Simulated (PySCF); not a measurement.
```xyz
3
charge 0 multiplicity 3, angstrom
Ir   -0.5942    0.0000   -0.6091
S    -2.3077    0.0000    0.5258
I     1.4814    0.0000    0.7897
```

Level of theory: UPBE0 in PySCF with Ir def2-SVP with ECP60, S def2-SVP, I def2-SVP with ECP28; scalar-relativistic core potentials, no spin–orbit coupling; density-fitted integrals.

This geometry of IrSI is a stationary point at this level.

Question: What is the point group?

Answer: Cs.

Question: Is it a minimum?

Answer: Yes: all harmonic wavenumbers are real.

Question: What are the dipole moment and the gap between the highest occupied and lowest empty levels of either spin?

Answer: 1.14 D and 2.51 eV.

Question: Give the atomic charges and bond orders.

Answer: 
```csv
atom,Mulliken,Löwdin,polar tensor,spin (Mulliken),Mayer order to Ir1
Ir1,0.11,-0.57,0.55,1.15,–
S2,-0.03,0.34,-0.28,0.77,2.12
I3,-0.08,0.23,-0.27,0.09,1.22
```

Question: Give the ideal-gas entropy at 298.15 K and 1 bar by parts.

Answer: translation 182.0, rotation 120.6, vibration 25.9, spin 9.1; total 337.6 J/(mol K).

This need not be the most stable arrangement of these atoms. With open d or f shells other occupations or spin states may lie lower. With an element this heavy the missing spin–orbit coupling can shift these numbers.
